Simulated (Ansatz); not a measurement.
Cost and result for the atomization energy of CH7AlSSi2 (12 atoms, 13 bonds).

```tsv
atom	x (Å)	y (Å)	z (Å)
C1	-0.5327	1.4640	1.4756
Si2	0.1655	-0.0628	0.6307
Al3	2.0567	-0.5966	-0.7869
Si4	-1.2988	-1.2294	-0.6608
S5	-0.0198	0.1711	-1.7112
H6	0.1712	2.2938	1.3879
H7	-0.6766	1.2509	2.5386
H8	-1.4916	1.7601	1.0480
H9	2.3007	-2.1421	-1.0366
H10	3.1261	0.5502	-1.0135
H11	-2.7124	-0.8139	-0.8303
H12	-1.0884	-2.6453	-1.0414
```

Charge 0, multiplicity 1. The bonds changed during the relaxation, so this is another structure than the one it started from. The geometry is a stationary point of PBE0-D4/def2-TZVP. Program: Ansatz. All runs use 4 threads of an Arm Neoverse V2 on a shared host. Times are those of one run each, without the atoms' runs, and a repeat can differ threefold. Electronic energies, without spin–orbit coupling; frozen cores. CCSD(T)/CBS adds CCSD(T) − MP2 in def2-TZVPP to the MP2 limit, and its time is that of the two runs behind it. T1 = 0.014. B3LYP takes the VWN-RPA correlation (the form of Gaussian; ORCA's B3LYP/G).

CCSD(T)/CBS is a level of theory with its own doubt, some kJ/mol a heavy atom from the limit and from the frozen cores, so smaller differences don't rank the functionals.

| level | functions | wall time |
| --- | --- | --- |
| PBE-D4/def2-TZVPP (with forces) | 297 | 3.4 s |
| PBE0-D4/def2-TZVPP | 297 | 4.4 s |
| r2SCAN-D4/def2-TZVPP (with forces) | 297 | 6.5 s |
| B3LYP-D4/def2-TZVPP (with forces) | 297 | 7 s |
| B2PLYP/def2-TZVPP | 297 | 7.5 s |
| ωB97X-V/def2-TZVPP | 297 | 11 s |
| ωB97M-V/def2-TZVPP (with forces) | 297 | 16 s |
| MP2/def2-QZVPP | 547 | 29 s |
| CCSD(T)/def2-TZVPP | 297 | 2.8 min |
| CCSD(T)/CBS(def2) | – | 3.3 min |

(1) What atomization energy does each give, and how far from CCSD(T)/CBS? (Best estimate.)

Results:

(1) The calculation gave: 
| level | atomization (kcal/mol) | difference from CCSD(T)/CBS | per bond |
| --- | --- | --- | --- |
| PBE-D4/def2-TZVPP (with forces) | 918.2 | 4.4 | 0.3 |
| PBE0-D4/def2-TZVPP | 912.2 | -1.6 | -0.1 |
| r2SCAN-D4/def2-TZVPP (with forces) | 920.1 | 6.3 | 0.5 |
| B3LYP-D4/def2-TZVPP (with forces) | 906.8 | -7.0 | -0.5 |
| B2PLYP/def2-TZVPP | 894.6 | -19.2 | -1.5 |
| ωB97X-V/def2-TZVPP | 920.1 | 6.3 | 0.5 |
| ωB97M-V/def2-TZVPP (with forces) | 915.4 | 1.6 | 0.1 |
| MP2/def2-QZVPP | 908.2 | -5.6 | -0.4 |
| CCSD(T)/def2-TZVPP | 887.6 | -26.2 | -2.0 |
| CCSD(T)/CBS(def2) | 913.8 | 0.0 | 0.0 |

In def2-TZVPP, CCSD(T) changes the Hartree–Fock value by +213.2 kcal/mol (the triples alone add +14.4 kcal/mol) and MP2 by +218.4 kcal/mol; breaking electron pairs costs correlation energy, which Hartree–Fock lacks. From PBE to PBE0 (25 % exact exchange), in def2-TZVPP and without D4, the atomization energy moves by −4.7 kcal/mol: exact exchange takes away binding that semilocal exchange gives to molecules. The D4 term adds +14.5 kcal/mol with B3LYP and +7.6 kcal/mol with PBE0; it sums over pairs of atoms, weighted by their polarisabilities, and B3LYP, whose exchange is more repulsive, gets the larger term.
